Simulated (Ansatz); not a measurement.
HgS2⁻ (the lowest doublet isomer of a short search) was relaxed with PBE-D4 (def2-TZVPD) in Ansatz in these states: charge -1 doublet, charge -1 quartet. The geometries follow in no particular order.

In the def2 sets Hg takes a core potential; there is no spin–orbit coupling.

A:

Cartesian coordinates in Å:
```
Hg -0.038 -1.294 -0.672
S 1.379 0.428 0.680
S -1.341 0.866 -0.008
```

B:

| atom | x (Å) | y (Å) | z (Å) |
| --- | --- | --- | --- |
| Hg1 | 0.000 | 0.000 | 0.000 |
| S2 | 1.825 | 1.394 | 0.075 |
| S3 | -1.825 | -1.394 | -0.075 |

Problem. Judge from the bond lengths which geometry belongs to which state (an estimate).

Solution. A is the charge -1 quartet (Hg1–S2 2.608 Å, Hg1–S3 2.608 Å); B is the charge -1 doublet (Hg1–S2 2.297 Å, Hg1–S3 2.297 Å).

At PBE0-D4/def2-TZVPD a doublet lies 2.40 eV below the charge -1 quartet. These are the stationary points nearest to one start from a short search; other shapes may lie lower in each state.
